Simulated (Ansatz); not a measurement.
System: CH$_{4}$BO$_{3}$, net charge 0, doublet state. It need not be the lowest isomer of its formula. 
Coordinates optimised at B3LYP-D3(BJ)/def2-TZVP (Ansatz, an electronic-structure program):
```
O
B 1 1.3509
O 2 1.3740 1 119.63
O 2 1.3742 1 122.61 3 180.00
H 4 0.9626 2 114.97 1 180.00
C 1 1.4283 2 120.66 3 -180.00
H 6 1.0879 1 106.97 2 -180.00
H 6 1.0911 7 109.48 1 120.28
H 6 1.0911 7 109.48 8 119.43
```
Charge 0, spin multiplicity 2.

Dipole moments at this geometry, in debye (magnitudes).

```tsv
level	program	dipole (D)
SVWN5/def2-TZVPD	Ansatz	2.32
PBE/def2-TZVPD	Ansatz	___
BLYP/def2-TZVPD	Ansatz	2.17
revPBE/def2-TZVPD	Ansatz	2.09
B97M-V/def2-TZVPD	Ansatz	1.93
B3LYP/def2-TZVPD	Ansatz	1.98
BHLYP/def2-TZVPD	Ansatz	1.88
r2SCANh/def2-TZVPD	Ansatz	1.94
HSE06/def2-TZVPD	Ansatz	1.92
CAM-B3LYP/def2-TZVPD	Ansatz	1.94
LC-wPBE/def2-TZVPD	Ansatz	1.90
wB97M-V/def2-TZVPD	Ansatz	1.89
CCSD(T)/aug-cc-pVDZ	Ansatz	___
```

### Question
What belongs in the gaps?

### Answer

- PBE/def2-TZVPD, dipole (D): 2.14
- CCSD(T)/aug-cc-pVDZ, dipole (D): 1.86
